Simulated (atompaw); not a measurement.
**Building the PAW (atompaw) potential for Mn (PBE, scalar-relativistic).**

atompaw 4.2.0.5 input, output lines left out:

```
Mn 25
GGA-PBE scalarrelativistic loggrid 1500 logderivrange -8 5 326
4 4 3 0 0 0
4 0 1.75
4 1 0
3 2 5
0 0 0
c
c
v
v
c
v
v
v
2
1.50 1.40 1.00 0.85
n
n
y
0.5
n
custom rrkj vanderbiltortho sinc
bessel
1.30
1.40
1.40
1.50
1.50
1.50
```

All-electron outer shells of the reference configuration (PBE, scalar-relativistic, ld1.x):

| shell | level (eV) | outermost node (bohr) | outermost maximum (bohr) |
| --- | --- | --- | --- |
| 2s | -745.83 | 0.08 | 0.23 |
| 2p | -632.08 | – | 0.19 |
| 3s | -87.79 | 0.34 | 0.74 |
| 3p | -56.51 | 0.31 | 0.75 |
| 3d | -8.67 | – | 0.76 |
| 4s | -6.71 | 1.05 | 2.47 |
| 4p | -2.71 | 1.16 | 3.26 |

(1) Estimate the cutoffs (Ry, on a coarse ladder) from which the occupation-weighted sum of valence levels, in a spherical-Bessel basis at the reference potential, stays within 10 and 1 mRy of its value at 400 Ry.

(2) What does a ghost test show?

(3) Is the overlap operator S = 1 + Σ q|β⟩⟨β| positive definite (Bessel basis up to 400 Ry)?

Results:

(1) 50 Ry and 90 Ry.

(2) No extra level below or beside the all-electron valence levels (s, p, d, f tested).

(3) Yes: its lowest eigenvalue is 0.05 (s channel).
